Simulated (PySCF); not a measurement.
Se(F)(OSiH3) (FH3OSeSi), SMILES F[Se]O[SiH3]. Atoms are numbered in the order given.

```xyz
7

Se    -0.2100     0.5556     0.7856
F     -1.8528     0.2784     0.1247
O      0.6609    -0.8540     0.0765
Si     1.0676    -0.8532    -1.5931
H     -0.1368    -1.1807    -2.4254
H      2.1033    -1.9282    -1.7305
H      1.6161     0.4898    -1.9846
```

Geometry: PBE-D3(BJ)/def2-SVP. The geometry has at least one imaginary mode, so it is a saddle point at that level. One conformer was computed; it need not be the lowest.

Computed with TDA-ωB97X/def2-SVPD run with PySCF.

Vertical excitations. Gas-phase values at a fixed geometry.

### Question
Give excitation energies, oscillator strengths and character. (An estimate is asked for; the answer gives what the named calculation found.)

### Answer

```csv
state,energy (eV),λ (nm),f,main pairs
S1,3.11,399,0.000,HOMO→LUMO 96 %
S2,4.06,305,0.002,HOMO→LUMO+1 91 %
S3,6.62,187,0.063,HOMO→LUMO+2 91 %
S4,6.88,180,0.005,"HOMO−1→LUMO+1 51 %, HOMO−1→LUMO 30 %"
S5,7.09,175,0.018,"HOMO−1→LUMO 41 %, HOMO−1→LUMO+1 31 %, HOMO−2→LUMO+1 9 %"
S6,7.33,169,0.017,"HOMO−2→LUMO 59 %, HOMO−4→LUMO 29 %"
S7,7.72,161,0.032,HOMO−2→LUMO+1 53 %
S8,7.82,159,0.019,"HOMO→LUMO+6 30 %, HOMO→LUMO+3 25 %, HOMO→LUMO+7 19 %, HOMO−2→LUMO+1 6 %"
S9,7.90,157,0.078,HOMO→LUMO+5 79 %
S10,8.00,155,0.028,HOMO→LUMO+4 86 %
T1,2.27,545,0,HOMO→LUMO 93 %
T2,3.04,408,0,HOMO→LUMO+1 86 %
T3,6.21,200,0,"HOMO−1→LUMO 43 %, HOMO−3→LUMO 28 %, HOMO−1→LUMO+1 10 %, HOMO−2→LUMO 7 %"
T4,6.33,196,0,"HOMO−1→LUMO+1 61 %, HOMO−3→LUMO+1 12 %"
```
Triplets are in the Tamm–Dancoff approximation.
